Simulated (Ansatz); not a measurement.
Consider the atomization: `[F][Ge]([F])([SH])[Cl]` → Cl• + 2 F• + Ge• + H• + S•.

Isolated molecules relaxed with PBE0-D4/def2-TZVP in Ansatz; ΔE leaves out vibrations. CCSD(T)/CBS adds triple-zeta CCSD(T) − MP2 to the extrapolated MP2 energy (def2 sets, frozen cores). This one scheme is used for every species, atoms too. DFT in def2-TZVPP. B3LYP here is the variant with VWN-RPA as its local correlation; programs differ in this. Open shells (•) are unrestricted, without spin–orbit coupling. Spin–orbit coupling would lower the free atoms: a little for Cl, F, S; clearly for Ge. Bonds to Ge are less sure, by a few kJ/mol each and by 10 to 20 or more in all where they break to atoms, as the def2 sets lack core-valence functions. Scalar relativity is left out up to krypton. Each species was taken in one conformer, which may not be the lowest.

```tsv
level	ΔE (kJ/mol)	difference from CCSD(T)/CBS
PBE-D4	2011.3	35.7
revPBE-D4	1939.8	-35.8
BLYP-D4	1940.4	-35.2
PBE0-D4	1947.4	-28.2
B3LYP-D4	1924.5	-51.1
ωB97X-V	1984.2	8.6
B3LYP	1895.3	-80.3
BHLYP	1819.0	-156.6
CAM-B3LYP	1929.5	-46.1
CCSD(T)/def2-TZVPP	1917.4	-58.2
CCSD(T)/CBS	1975.6	0
```

Largest T1 diagnostic among the species: 0.012.

In def2-TZVPP, CCSD(T) changes the Hartree–Fock value by +571.6 kJ/mol (the triples alone add +48.5 kJ/mol) and MP2 by +662.0 kJ/mol; breaking electron pairs costs correlation energy, which Hartree–Fock lacks. From BLYP to BHLYP (50 % exact exchange), in def2-TZVPP and without D4, ΔE moves by −83.2 kJ/mol: exact exchange takes away binding that semilocal exchange gives to molecules. The D4 term adds +29.2 kJ/mol with B3LYP and +15.2 kJ/mol with PBE0; it sums over pairs of atoms, weighted by their polarisabilities, and B3LYP, whose exchange is more repulsive, gets the larger term.

For atomizations the MP2-based limit and the directly extrapolated one differ by several kJ/mol either way, and by 10 to 25 for some Ge, Se and Sn compounds, so smaller differences from it don't rank the levels.
